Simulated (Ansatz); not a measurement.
Ansatz (a first-principles code) job for Cl2HSi, SMILES Cl[SiH]Cl, multiplicity 2, PBE0/def2-TZVPD. Geometry optimised at TPSSh-D3(BJ)/def2-TZVP. The isomer is the one that the SMILES or the coordinates give; other isomers of the formula were not compared.

Ansatz 0.2 input:
```yaml
crystal:
  periodic: [false, false, false]
  atoms:
    - {symbol: Cl, position_ang: [-0.02417400, 0.37662175, -1.68444027]}
    - {symbol: Si, position_ang: [0.13096724, -0.79046124, -0.00000000]}
    - {symbol: Cl, position_ang: [-0.02417400, 0.37662175, 1.68444027]}
    - {symbol: H, position_ang: [-1.01162532, -1.73868207, -0.00000000]}
basis:
  gaussian:
    orbitals: def2-TZVPD
hamiltonian:
  xc: {name: PBE0}
magnetization: {spin_polarized: true, initial_magnetization: 1}
```

Log of the run:

```
WARN ansatz: RAYON_NUM_THREADS=1 ignored (pool sized by the plan → 1); use --threads N
Functional definition: PBE0
integrals: 0.07 GiB planned
963 factors; their error is unknown
mean field: 0.81 GiB planned
mean field evaluation 1: about -32929.5293 eV, gradient 9.5e0 eV
mean field evaluation 2: about -32929.7946 eV, gradient 8.0e0 eV
mean field evaluation 4: about -32930.0471 eV, gradient 6.7e-1 eV
mean field evaluation 8: about -32930.1126 eV, gradient 7.5e-2 eV
mean field evaluation 16: about -32930.1126 eV, gradient 4.8e-5 eV
mean field -32930.11262253 eV, -1210.1593180458 hartree, gradient 4.8e-5 eV, S^2 0.752504; 0 other end points of the search recorded, 0 dependent functions left out
reference -32930.11266755 eV, -1210.1593197004 hartree; 25, 24 occupied and 119, 120 virtual orbitals, 963 factors
Total energy: -32930.11266755 eV, -1210.1593197004 hartree
```

The run converged.
